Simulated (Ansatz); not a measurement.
Saddle point of Si$_{2}$H$_{7}$OF, singlet (SiH₄O ([OH][SiH3]) + SiH₃F ([F][SiH3]) → Si₂H₆O ([SiH3][O][SiH3]) + HF; bonds formed: Si1–O7, F2–H6; bonds broken: Si1–F2, H6–O7), PBE0-D4/def2-TZVP structure:

```xyz
11
angstrom
Si -0.8339 0.9049 -0.8122
F 0.5535 0.6392 -2.1129
H -0.6178 2.3620 -0.9417
H -1.6054 0.8216 0.4868
H -1.7583 0.2182 -1.7418
H 0.9675 0.0143 -1.0556
O 0.5127 -0.0699 -0.0767
Si 0.6564 -1.0300 1.2929
H 0.5106 -0.1584 2.4769
H -0.3925 -2.0722 1.2639
H 2.0072 -1.6297 1.2204
```

Energies are electronic, without zero-point energy. Barriers and step energies count from the start structure reached by relaxing down the imaginary mode; all methods use the PBE0-D4 structures, on which another method's saddle can fall below an end. Computed with Ansatz 0.2.0 (basis: def2-TZVPP, with def2-QZVPP for the basis limit); correlated methods freeze the cores. B3LYP uses VWN-RPA correlation. Extrapolation: Hartree–Fock as exp(−7.88 √X), correlation as X^−2.97.

```tsv
method	barrier (kcal/mol)	step energy (kcal/mol)
SPW92	?	1.75
PBE-D4	24.20	3.42
BLYP-D4	?	3.76
r2SCAN-D4	26.47	4.25
B97M-V	30.27	5.67
PBE0-D4	26.58	3.08
B3LYP-D4	29.09	3.58
r2SCAN0-D4	27.86	3.71
BHLYP-D4	?	3.50
CAM-B3LYP-D4	28.39	3.87
wB97X-V	28.55	4.13
wB97M-V	27.66	4.13
B2PLYP	30.07	4.05
PBE-QIDH	28.14	2.94
RPA on PBE	30.04	3.70
HF	42.29	5.73
MP2	28.58	2.70
CCSD	31.62	3.48
CCSD(T)	29.68	3.15
```

Question: Fill in the withheld barriers. (To be estimated.)

Answer: Computed: BHLYP-D4 31.62; SPW92 15.37; BLYP-D4 27.73 kcal/mol. Each is the energy of the saddle less that of the start structure, by the same method.

For comparison, the barrier by CCSD(T) at an estimated basis limit (MP2 extrapolated from triple and quadruple zeta, plus CCSD(T) − MP2 in triple zeta) is 29.21 kcal/mol.

The T1 diagnostic stays at or below 0.012. The end structure is not quite a true minimum (one mode of 29i cm⁻¹).

The step is the kind of ligand exchange by which a precursor binds to a hydroxyl group, or is hydrolysed, in atomic layer deposition of oxides.

Labels in which every atom is bracketed show which atoms are joined, not bond orders.

For scale, one of the runs: CCSD(T)/def2-TZVPP, 244 basis functions, launched by `ansatz run in.yaml --threads 4 --pin off --events-out ev --progress --plain --max-ram 9574MiB`. The run took 120 s on 4 CPU threads of an Intel Xeon (shared host), with 4.7 GiB of host memory at its peak.
